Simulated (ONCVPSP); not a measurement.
**Cl (Z = 17): one change to an ONCV potential, before and after**

ONCVPSP 4.0.1 input, shortened (lines: element, Z, core and valence counts, functional; n l f; lmax; l rc ep ncon nbas qcut; lloc lpopt rc5 dvloc0; l nproj debl; icmod fcfact rcfact), Wu-Cohen, scalar-relativistic:

```
  Cl 17.00    3    2  -118130      upf
    1    0    2.00
    2    0    2.00
    2    1    6.00
    3    0    2.00
    3    1    5.00
    2
    0    1.05    0.00    3    8    6.70
    1    1.15    0.00    4    8    8.20
    2    1.20    0.03    4    9    7.90
    4    3    0.95    0.00
    0    2    1.70
    1    3    3.60
    2    1    3.50
    3    5.00    1.25
```

Change: all radii but the core radius scaled by about 1.08 (s 1.14, p 1.24, d 1.30 bohr); local potential polynomial inside 1.04 bohr (lpopt 3, dvloc0 0 Ha).

Cutoffs: the cutoffs (Ha) at which the residual kinetic energy of the hardest occupied pseudo-wave falls to 1 and 0.1 mHa per electron; they do not see the model core or the augmentation charge, which bear on the density cutoff. Errors are all-electron minus pseudo energies relative to the spin-unpolarised reference configuration.

What does the change do?

The potential gets neither clearly harder nor softer (16 Ha and 153 Ha → 17 Ha and 20 Ha); the bound ghosts move from p, s to p; of the 4 tests that both files solve, the error grows in 2 and shrinks in 0 by more than 15 % and 0.3 meV (median size 24.6 → 28.8 meV).

```csv
quantity,base,changed
"cutoff, loose",16 Ha,17 Ha
"cutoff, tight",153 Ha,20 Ha
loose cutoff by channel,"s 16 Ha, p 8.0 Ha","s 17 Ha, p 12 Ha"
bound ghosts,"s, p",p
GHOST(+) flags under 300 eV,none,s at 174.7 eV
"error for 3s2 3p4, meV [ΔE 13.85 eV]",+0.3,+0.4
"error for 3s2 3p3, meV [ΔE 39.28 eV]",+8.7,+10
"error for 3s2 3p2, meV [ΔE 77.59 eV]",+41,+48
"error for 3s2 3p1, meV [ΔE 129.86 eV]",+121,+143
"rms error of d²Exc/dni dnj with the model core, mHa",0.66,0.73
```

 A true bound ghost makes a file unfit for plane-wave use even where its test errors are small: the radial tests pick states by their node count and pass the ghost by.
